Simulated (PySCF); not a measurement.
**Peak assignment**

Atom-mapped SMILES (the numbers label the heavy atoms): `[SiH3:1][O:2][CH2:3][SiH:4]1[SiH2:5][SiH2:6][SiH2:7]1` (H(Xn): hydrogen on atom n). Ha(Si5), Ha(Si6), Ha(Si7) are cis to C3 on the ring; Hb(Si5), Hb(Si6), Hb(Si7) are trans to C3 on the ring.

Rapidly exchanging positions averaged, in vacuum, no relativistic terms, single conformer. Coordinates at the GFN2-xTB level; GIAO PBE0/pcSseg-1 shieldings; PySCF 2.14.

Scale: TMS for ¹H (reference shieldings calculated alike).

Question: Assign these signals to the numbered atoms. ¹H NMR (500 MHz, computed): δ 4.87 (s, 3H), 4.86 (m, 1H), 4.28 (m, 2H), 4.28 (m, 2H), 4.19 (m, 1H), 4.16 (m, 1H), 3.99 (d, 2H).

Answer: 
| δ (ppm) | atoms | environment | reason |
| --- | --- | --- | --- |
| 4.87 | H(Si1) | hydrogen on a silicon bonded to O | – |
| 4.86 | H(Si4) | hydrogen on a silicon bonded to C, 2 Si, in a 4-membered ring | – |
| 4.28 | Hb(Si5)/Hb(Si7) | hydrogen on a silicon bonded to 2 Si, in a 4-membered ring | – |
| 4.28 | Ha(Si5)/Ha(Si7) | hydrogen on a silicon bonded to 2 Si, in a 4-membered ring | – |
| 4.19 | Ha(Si6) | hydrogen on a silicon bonded to 2 Si, in a 4-membered ring | – |
| 4.16 | Hb(Si6) | hydrogen on a silicon bonded to 2 Si, in a 4-membered ring | – |
| 3.99 | H(C3) | hydrogen on an sp3 CH2 bonded to O and Si | its carbon carries O, which withdraws density |

H(Si1) and H(Si4); Hb(Si5)/Hb(Si7) and Ha(Si5)/Ha(Si7); Ha(Si5)/Ha(Si7) and Ha(Si6); Ha(Si6) and Hb(Si6) lie closer than the usual error of such a calculation, so a measured spectrum could show them in the other order.

No couplings were computed; multiplicities are counted from neighbouring protons, with m where these are inequivalent, close in shift, in a saturated or five-membered ring or joined by F or P, and br s for small geminal =CH2 splittings.
